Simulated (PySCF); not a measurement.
# Two-photon absorption: `C(=C\C(F)(F)F)(/Cl)[Se-]`, [C₃HClF₃Se]-, charge -1

Molfile (atoms numbered from 1):
```
C3HClF3Se
     RDKit          3D

  9  8  0  0  0  0  0  0  0  0999 V2000
   -2.0522   -0.9778   -0.2216 F   0  0  0  0  0  0  0  0  0  0  0  0
   -1.1363    0.0195   -0.0684 C   0  0  0  0  0  0  0  0  0  0  0  0
   -1.5260    0.6671    1.0493 F   0  0  0  0  0  0  0  0  0  0  0  0
   -1.3904    0.8706   -1.0842 F   0  0  0  0  0  0  0  0  0  0  0  0
    0.2288   -0.5373   -0.0369 C   0  0  0  0  0  0  0  0  0  0  0  0
    1.3327    0.2219    0.0977 C   0  0  0  0  0  0  0  0  0  0  0  0
    2.8269   -0.6793    0.0923 Cl  0  0  0  0  0  0  0  0  0  0  0  0
    1.4469    2.0313    0.2813 Se  0  0  0  0  0  1  0  0  0  0  0  0
    0.2831   -1.6100   -0.1347 H   0  0  0  0  0  0  0  0  0  0  0  0
  1  2  1  0
  2  3  1  0
  2  4  1  0
  2  5  1  0
  5  6  2  0
  6  7  1  0
  6  8  1  0
  5  9  1  0
M  CHG  1   8  -1
M  END
```

Computed, not measured: TDDFT LC-wPBE/def2-SVPD excited states, vertical, gas phase in PySCF. Geometry: GFN2-xTB.

The calculation is non-relativistic, which matters for the atoms heavier than Zn. For a gas-phase anion, states above the detachment energy (about 3.7 eV, taken as minus the energy of the highest occupied orbital) lie in the continuum and depend on the basis.

Task: Give the one- and two-photon strengths of the lowest singlets.

Result: δ for parallel linear polarisation; σ at the peak of a Lorentzian of half width 0.1 eV, single beam; Ω is circular over linear.
| state | E (eV) | f | photon λ (nm) | δ (au) | σ (GM) | Ω | main |
| --- | --- | --- | --- | --- | --- | --- | --- |
| S1 | 3.82 | 0.000 | 650 | 10.2 | 0.06 | 1.50 | HOMO−1→LUMO+1 0.90, HOMO−1→LUMO+6 0.09 |
| S2 | 4.29 | 0.224 | 579 | 126 | 0.85 | 1.49 | HOMO→LUMO+1 0.93 |
| S3 | 4.84 | 0.029 | 512 | 235 | 2.02 | 1.46 | HOMO−1→LUMO 0.57, HOMO−1→LUMO+2 0.23 |
| S4 | 4.89 | 0.013 | 507 | 182 | 1.60 | 1.50 | HOMO→LUMO 0.46, HOMO→LUMO+2 0.26 |
| S5 | 5.28 | 0.014 | 469 | 202 | 2.06 | 1.50 | HOMO→LUMO+4 0.47, HOMO→LUMO 0.16 |
